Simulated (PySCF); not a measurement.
**PSe at PBE0**

Level: PBE0. P def2-SVP, Se def2-SVP; no relativity (PySCF 2.14).

```
state                                           : ²Π (doublet), unpaired electrons π ↑
bond length                                     : 2.037 Å
harmonic wavenumber                             : 597 cm⁻¹
force constant                                  : 4.69 mdyn/Å
rotational constant Be                          : 0.1820 cm⁻¹
anharmonicity ωexe                              : 2.37 cm⁻¹
vibration–rotation constant αe                  : 0.000720 cm⁻¹
well depth De to P + Se                         : 3.75 eV
dissociation energy D0                          : 3.71 eV
bond order (Mayer)                              : 2.29
dipole moment (positive dipole means P(−)Se(+)) : -0.24 D
```

Spin–orbit coupling is left out. The state was picked by a PBE0 search and need not be the measured ground state.
